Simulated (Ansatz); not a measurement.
Consider the redistribution: `BO[SiH2]C#C` + `OCB(F)S` → `C#C[SiH2]CO` + `BOB(F)S`.

Program: Ansatz. Geometries: PBE0-D4/def2-TZVP. ΔE: electronic, gas phase. CBS: MP2 limit from def2 TZ/QZ plus the TZ coupled-cluster correction, frozen cores. Functionals use def2-TZVPP. One conformer a species, not always the lowest.

```tsv
species	ωB97M-V energy (Eh)
`BO[SiH2]C#C`	-468.78486
`OCB(F)S`	-638.71942
`C#C[SiH2]CO`	-482.56022
`BOB(F)S`	-624.94560
```

Question: Work out ΔE.

Answer: ΔE = (-482.56022) + (-624.94560) − (-468.78486) − (-638.71942) = -0.00154 Eh = -4.0 kJ/mol. CCSD(T)/CBS gives -1.7 kJ/mol.

Largest T1 diagnostic among the species: 0.014.

The D4 term adds −3.1 kJ/mol with B3LYP and −1.6 kJ/mol with PBE0; it sums over pairs of atoms, weighted by their polarisabilities, and B3LYP, whose exchange is more repulsive, gets the larger term. At CCSD(T), def2-SVP lies −18.0 kJ/mol from the extrapolated value and def2-TZVPP −0.8 kJ/mol.

B3LYP here is the variant with VWN-RPA as its local correlation; programs differ in this.
